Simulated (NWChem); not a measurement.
## Atomisation of FGa

```
Ga
F 1 1.7860
```
Charge 0, spin multiplicity 1.

Program: NWChem. The geometry was optimised at B3LYP/def2-SVP, a minimum by its harmonic frequencies.

Basis set: def2-TZVP. The atomisation energy is electronic alone: no zero-point, thermal, spin-orbit or counterpoise terms. No value is extrapolated to the basis-set limit. Free atoms are single determinants with multiplicities Ga 2, F 2. Correlated methods freeze the same cores in atoms and molecule, 10 orbitals in all.

The Hamiltonian is non-relativistic. B3LYP has NWChem's definition, with VWN1-RPA local correlation. The structure started from a generated list of species. The stability of the SCF solutions was not checked. Open-shell Hartree-Fock references start from PBE0 orbitals. Coupled-cluster values serve here as a point of comparison, not as the truth.

```json
[
 {"method": "TPSS", "atomisation energy (kcal/mol)": "141.6"},
 {"method": "BP86", "atomisation energy (kcal/mol)": "144.3"},
 {"method": "MP2", "atomisation energy (kcal/mol)": "145.8"},
 {"method": "HF", "atomisation energy (kcal/mol)": "97.0"},
 {"method": "PBE0", "atomisation energy (kcal/mol)": "137.0"},
 {"method": "B3LYP", "atomisation energy (kcal/mol)": "…"},
 {"method": "LDA (SVWN5)", "atomisation energy (kcal/mol)": "165.4"},
 {"method": "CCSD(T)", "atomisation energy (kcal/mol)": "137.7"},
 {"method": "r2SCAN", "atomisation energy (kcal/mol)": "140.9"},
 {"method": "PBE", "atomisation energy (kcal/mol)": "…"}
]
```

### Question
What belongs in the gaps?

### Answer

- B3LYP, atomisation energy (kcal/mol): 139.0
- PBE, atomisation energy (kcal/mol): 144.9
